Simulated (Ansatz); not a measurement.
Geometry optimisation, RKS PBE0-D4/def2-SVP in Ansatz 0.2.0.

Input:

```yaml
crystal:
  periodic: [false, false, false]
  atoms:
    - { symbol: Ge, position_ang: [-1.032567, 0.895812, -0.119429] }
    - { symbol: H, position_ang: [-1.26603, -0.309579, 0.775145] }
    - { symbol: H, position_ang: [-0.914092, 0.423342, -1.57833] }
    - { symbol: H, position_ang: [-2.212603, 1.881011, -0.006886] }
    - { symbol: H, position_ang: [0.258553, 1.608795, 0.304176] }
    - { symbol: H, position_ang: [0.271286, -1.469944, 0.838736] }
    - { symbol: As, position_ang: [1.626972, -1.659118, 0.201056] }
    - { symbol: H, position_ang: [2.111354, -0.306157, 0.706838] }
    - { symbol: H, position_ang: [1.157127, -1.064063, -1.121304] }
basis:
  gaussian: { orbitals: def2-SVP }
hamiltonian:
  xc: pbe0
  dispersion: d4
relax:
  f_tol: 0.03
  max_steps: 50
```

Run as:

```bash
$ ansatz run input.yaml --threads 2 --pin off --max-ram 3072MiB --backend cpu --events-out ev --progress --plain --runs-dir out
```

Q: Where does it end, and by what steps?

A: It converged. The force dipped under the threshold on the way, but the program's further checks kept it going. After 6 steps the energy has fallen by 0.150 eV; H6 moved furthest, 0.53 Å.

```csv
step,energy less start (eV),largest force component (eV/Å),accepted
0,0.0000,0.477,yes
1,-0.1141,0.150,yes
2,-0.1386,0.140,yes
3,-0.1478,0.031,yes
4,-0.1489,0.003,yes
5,-0.1492,0.057,yes
6,-0.1495,0.016,yes
```

```xyz
9
Properties=species:S:1:pos:R:3
Ge -1.238 1.071 -0.124
H -1.662 -0.051 0.838
H -1.041 0.490 -1.533
H -2.335 2.150 -0.164
H 0.078 1.695 0.364
H 0.624 -1.869 0.872
As 1.969 -1.817 0.154
H 2.270 -0.426 0.703
H 1.335 -1.242 -1.109
```

The run took 19 s on 2 threads of Arm Neoverse V1, with other jobs on the host, peak memory 0.23 GiB.
